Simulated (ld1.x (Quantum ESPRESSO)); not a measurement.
Before and after: TM potential for cadmium

- Element: Cd
- Generator: ld1.x (Quantum ESPRESSO) 7.5
- Type: norm-conserving Troullier–Martins (Kleinman–Bylander form)
- Functional: PBE
- Relativity: scalar-relativistic
- Frozen core: [Ar] 3d10 4s2
- Valence charge: 18
- Reference configuration: 4p6 4d10 5s1.75 5p0.25
- Partial waves: 5s (bound): rc 1.65 bohr; 4p (bound): rc 1.45 bohr; 4d (bound): rc 1.35 bohr
- Local potential: all-electron potential smoothed inside 1.20 bohr (lloc = -1)
- Core correction: none

Occupied shells without a wave of their own: 5p. They enter only through the test configuration that unscreens the potential.

All-electron outer shells of the reference configuration (PBE, scalar-relativistic, ld1.x):

| shell | level (eV) | outermost node (bohr) | outermost maximum (bohr) |
| --- | --- | --- | --- |
| 3d | -394.17 | – | 0.27 |
| 4s | -106.46 | 0.43 | 0.79 |
| 4p | -67.51 | 0.43 | 0.84 |
| 4d | -12.26 | 0.42 | 0.98 |
| 5s | -6.02 | 1.06 | 2.32 |
| 5p | -1.45 | 1.20 | 3.29 |

Change: all radii scaled by about 1.37 (s 2.26, p 1.98, d 1.84 bohr); local potential all-electron potential smoothed inside 1.64 bohr (lloc = -1).

Cutoffs: the cutoffs (Ry, on a coarse ladder) from which the occupation-weighted sum of valence levels, in a spherical-Bessel basis at the reference potential, stays within 10 and 1 mRy of its value at 400 Ry; they do not see the model core or the augmentation charge, which bear on the density cutoff. Errors are all-electron minus pseudo energies relative to the spin-unpolarised reference configuration.

Problem. What does the change do?

Solution. The potential gets softer (80 Ry and 140 Ry → 70 Ry and 100 Ry); both files keep a bound ghost (s); of the 7 tests that both files solve, the error grows in 2 and shrinks in 5 by more than 15 % and 0.3 meV (median size 44.3 → 14.5 meV). A larger radius leaves more room for a smooth pseudo-wave, so fewer plane waves are needed.

```tsv
quantity	base	changed
cutoff, loose	80 Ry	70 Ry
cutoff, tight	140 Ry	100 Ry
loose cutoff by channel (10 mRy a level)	s 25 Ry, p 35 Ry, d 70 Ry	s 8 Ry, p 35 Ry, d 50 Ry
bound ghosts	s	s
error for 4p6 4d10 5s2 5p0, meV [ΔE -1.13 eV]	-9.8	-2.9
error for 4p6 4d10 5s1 5p0, meV [ΔE 8.14 eV]	-24	-10
error for 4p6 4d10 5s0 5p0, meV [ΔE 25.27 eV]	-44	-32
error for 4p5 4d10 5s2 5p0, meV [ΔE 73.07 eV]	-93	-256
error for 4p6 4d8 5s0 5p0, meV [ΔE 117.34 eV]	-41	+73
error for 4p6 4d10 5s0 5p2, meV [ΔE 8.54 eV]	+102	+14
error for 4p6 4d10 5s0 5p1, meV [ΔE 13.92 eV]	+60	+0.2
```

Changed file: The 5p level has no wave, so the channel is fitted at the deeper level alone: the likely source of the large errors. A true bound ghost makes a file unfit for plane-wave use even where its test errors are small: the radial tests pick states by their node count and pass the ghost by.
